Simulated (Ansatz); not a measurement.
`O[SiH]([SiH3])O[SiH3]` → 8 H• + 2 O• + 3 Si•  (atomization)

Gas-phase electronic energies from Ansatz, PBE0-D4/def2-TZVP geometries. CCSD(T)/CBS adds triple-zeta CCSD(T) − MP2 to the extrapolated MP2 energy (def2 sets, frozen cores). This one scheme is used for every species, atoms too. No spin–orbit coupling; open shells (•) take unrestricted orbitals. Spin–orbit coupling would lower the free atoms: a little for O, Si. Each species was taken in one conformer, which may not be the lowest.

`O[SiH]([SiH3])O[SiH3]`:

```xyz
13

O    -2.063   -0.426   -1.328
Si   -0.496    0.028   -1.142
Si    0.819   -1.771   -0.390
O    -0.362    1.265   -0.082
Si    0.217    1.818    1.343
H    -2.499   -0.866   -0.597
H    -0.097    0.521   -2.480
H     0.246   -2.329    0.868
H     0.846   -2.855   -1.410
H     2.217   -1.340   -0.115
H     0.941    0.728    2.053
H    -0.916    2.281    2.184
H     1.147    2.946    1.096
```

```tsv
species	CCSD(T)/CBS(def2) energy (Eh)
`O[SiH]([SiH3])O[SiH3]`	-1022.52413
H•	-0.50000
O•	-75.00631
Si•	-288.94402
```

**Question.** Work out ΔE.

**Answer.** ΔE = 8 × (-0.50000) + 3 × (-288.94402) + 2 × (-75.00631) − (-1022.52413) = 1.67945 Eh = +1053.9 kcal/mol.

Largest T1 diagnostic among the species: 0.013.

From BLYP to BHLYP (50 % exact exchange), in def2-TZVPP and without D4, ΔE moves by −5.5 kcal/mol: exact exchange takes away binding that semilocal exchange gives to molecules. In def2-TZVPP, CCSD(T) changes the Hartree–Fock value by +241.4 kcal/mol (the triples alone add +11.2 kcal/mol) and MP2 by +248.8 kcal/mol; breaking electron pairs costs correlation energy, which Hartree–Fock lacks.

For atomizations the MP2-based limit and the directly extrapolated one differ by several kJ/mol either way, and by 10 to 25 for some Ge, Se and Sn compounds, so smaller differences from it don't rank the levels.
